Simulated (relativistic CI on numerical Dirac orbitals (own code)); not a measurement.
**What each ingredient does to the levels of Pb XXXI**

Base calculation: Dirac-Coulomb-Breit CI, orbitals from a KLI potential per configuration, model QED, unscaled Slater integrals.

Configurations in the expansion (outside the closed core [Ar] 3d10): 4s²4p⁶4d¹⁰4f⁶, 4s²4p⁶4d¹⁰4f⁵5s, 4s²4p⁶4d⁹4f⁷, 4s²4p⁶4d¹⁰4f⁴5s², 4s²4p⁶4d¹⁰4f⁵5p, 4s²4p⁶4d¹⁰4f⁴5s5p, 4s²4p⁵4d¹⁰4f⁷, 4s²4p⁶4d¹⁰4f⁵6p, 4p⁶4d¹⁰4f⁸. Levels of other configurations are missing.

Variants: (1) P86 correlation estimate; (2) configuration mixing switched off. Shifts of the energy above 4s²4p⁶4d¹⁰4f⁶ ⁵D0, in cm⁻¹, for the lowest level and the first level of each name with at least 55 % of one term (blank where a level changes its place among those of its configuration and J or its character, or is not in the variant):

| Level | Base | Δ(1) | Δ(2) |
| --- | --- | --- | --- |
| 4s²4p⁶4d¹⁰4f⁶ ⁵D0 | 0.0 | 0.0 | 0.0 |
| 4s²4p⁶4d¹⁰4f⁶ ⁷F2 | 42062.7 | -0.5 | -366.5 |
| 4s²4p⁶4d¹⁰4f⁶ ⁷F3 | 55570.8 | -0.5 | -301.9 |
| 4s²4p⁶4d¹⁰4f⁶ ⁷F4 | 65773.2 | -0.5 | -233.4 |
| 4s²4p⁶4d¹⁰4f⁶ ⁷F0 | 71429.7 | -0.1 | +105.2 |
| 4s²4p⁶4d¹⁰4f⁶ ⁷F5 | 72547.6 | -0.4 | -170.7 |
| 4s²4p⁶4d¹⁰4f⁶ ⁵D2 | 118523.6 | +0.2 | +211.8 |
| 4s²4p⁶4d¹⁰4f⁶ ⁵L9 | 140508.9 | -0.6 | -568.2 |
| 4s²4p⁶4d¹⁰4f⁶ ³O11 | 186074.9 | -1.1 | -1320.4 |
| 4s²4p⁶4d¹⁰4f⁶ ³O12 | 190338.0 | -1.3 | -1671.7 |

At this charge energies of transitions that change n are usually good to better than 1 %, and those within a shell (Δn = 0) to a few per cent. Terms inside the open d or f shell come out 10 to 20 % too wide with unscaled integrals.

Ionisation energy from the two ground configurations alone: base 1104.44 eV; P86 correlation estimate 1106.55 eV. The NIST ASD value (theoretical) is 1120 eV.

LS names give the leading component of a level, which can be under half, so a name can repeat, a term be missing and a line seem to break the LS rules.
